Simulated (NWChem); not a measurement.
System: AlSiH$_{5}$; SMILES [AlH2][SiH3]

```xyz
7

Al     0.0017     1.3097    -0.0035
H     -1.3892     2.1091     0.0107
H      1.3736     2.1407     0.0102
Si     0.0023    -1.1534    -0.0028
H     -0.2942    -1.6593     1.3910
H      1.3227    -1.7500    -0.4204
H     -1.0666    -1.7189    -0.9060
```
Atoms are numbered in this order, from 1.

Coordinates come from a PBE-D3(BJ)/def2-SVP optimisation.

 States above −ε(HOMO) = 6.6 eV lie in this functional's continuum and hang on the basis.

Problem. List the 6 lowest vertical singlet excitations from PBE/6-31+G* (spherical d), TDA (NWChem).

Solution. 
```tsv
state	energy (eV)	oscillator strength	leading excitation (squared amplitude)
S1	3.92	0.004	HOMO → LUMO (0.99)
S2	4.58	0.000	HOMO−1 → LUMO (1.00)
S3	5.62	0.002	HOMO−3 → LUMO (0.73)
S4	5.79	0.009	HOMO−2 → LUMO (0.67)
S5	6.28	0.145	HOMO → LUMO+1 (0.71)
S6	6.73	0.376	HOMO → LUMO+3 (0.63)
```
